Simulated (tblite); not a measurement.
BH₆OPSi.
Atom-mapped SMILES: `[SiH3:1][O:2][BH:3][PH2:4]` (hydrogens: H5, H6, H7 on Si1; H8 on B3; H9, H10 on P4)

Cartesian coordinates in Å at the GFN2-xTB level; atoms count from 1:
```xyz
10
BH6OPSi angstrom
Si    -1.5563    0.8494   -0.4123
O     -0.5903   -0.0226    0.5520
B      0.5364   -0.5503    0.9557
P      2.1924   -0.2883    0.0200
H     -0.8250    1.4097   -1.5531
H     -2.5545   -0.1253   -0.8458
H     -2.0649    1.8956    0.4695
H      0.5550   -1.1522    1.9703
H      1.6982   -0.4110   -1.2647
H      2.6178   -1.6005    0.0858
```

Calculated harmonic vibrations of the isolated species, GFN2-xTB (tblite), most abundant isotopes, no scaling. Against measured fundamentals such values can be off by several per cent, at times by over 20. Modes of hydrogen on boron, phosphorus and silicon can be 10 to 20 % off. One conformer, not necessarily the lowest.

Harmonic wavenumbers (cm⁻¹): 67.3, 80.3, 124.6, 205.5, 312.3, 531.0, 581.7, 602.3, 633.8, 737.0, 744.0, 773.9, 779.1, 788.9, 820.4, 1073.2, 1135.9, 1396.7, 2226.1, 2281.4, 2292.6, 2315.1, 2408.3, 2536.1.

A = 13269, B = 1856, C = 1679 MHz; mass 92.002 u (most abundant isotopes); point group C1, symmetry number 1.

Task: What is the zero-point energy?

Result: ½Σν̃ = 12724 cm⁻¹ = 36.38 kcal/mol.

Task: What is S at 400 K and 1 bar for an ideal gas of classical rigid rotors and harmonic oscillators?

Result: Translation 40.96, rotation 27.33, vibration 24.16: S = 92.4 cal/(mol K).

Task: And Cp and H(400 K) − H(0)?

Result: Cp = 31.34 cal/(mol K), of which vibrations give 23.39 (their classical limit is 24 R = 47.7); H(400 K) − H(0) = 8.13 kcal/mol without the zero-point energy, 4.95 from vibrations.

Task: How do the functions run with temperature in this model?

Result: 
```csv
T (K),S (cal/(mol K)),Cp (cal/(mol K)),H − H(0) (kcal/mol),G − H(0) (kcal/mol),ln q(vib)
100,62.8,14.7,1.13,-5.15,1.10
200,74.7,20.4,2.87,-12.06,2.76
300,84.1,26.5,5.22,-20.01,4.36
500,99.9,35.0,11.45,-38.47,7.47
800,118.1,42.5,23.19,-71.29,11.71
1000,128.0,45.7,32.04,-95.93,14.24
```

q(vib) and H(0) count from the zero-point level.

Task: Blend soft modes into free rotors: weight 1/[1 + (100 cm⁻¹/ν̃)⁴] for the oscillator and the rest for a rotor with moment μB/(μ + B), μ = h/(8π²ν), B = 10⁻⁴⁴ kg m². What vibrational entropy results?

Result: 22.13 cal/(mol K) in place of 24.16, which changes −T·S at 400 K by +0.81 kcal/mol.

Task: What must be added to the electronic energy to get the Gibbs energy at 400 K and 1 bar?

Result: ZPE + [H(400 K) − H(0)] − T·S = 36.38 + 8.13 − 36.98 = 7.53 kcal/mol.

Hindered rotation and anharmonicity are outside this model. Other conformers, if any are populated, would add a mixing term that is left out. The structure is chiral; the term R ln 2 for an equal mix with its mirror image is left out.
